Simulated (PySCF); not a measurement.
C2H5BrCd, SMILES [CH2]([Cd][Br])C.

Geometry: PBE0-D3(BJ)/def2-SVP. The def2 effective core potentials stand for the cores of Cd; spin–orbit coupling is left out. Other conformers were not sampled.

All values below come from IEF-PCM-ωB97X/def2-SVP run with PySCF.

The values are the electrostatic part of the solvation free energy, E(continuum) − E(gas) at the gas-phase geometry, in a cavity of scaled van der Waals radii (PySCF's table); cavitation and dispersion terms are not included. A continuum can't describe solvent molecules that bind to the metal. In vacuum the orbital gap is 10.87 eV. The dipole moment in vacuum is 3.12 D.

| solvent | ε | ΔG(elec) (kcal/mol) | dipole (D) | gap (eV) |
|---|---|---|---|---|
| water | 78.36 | ___ | ___ | ___ |
| ethanol | 24.85 | -10.3 | 3.88 | 10.96 |
| chloroform | 4.71 | -7.6 | 3.72 | 10.93 |

Problem. What belongs in the gaps? (Estimate from the structure and the level; the computed values follow.)

Solution. 
- water, ΔG(elec) (kcal/mol): -10.8
- water, dipole (D): 3.90
- water, gap (eV): 10.96
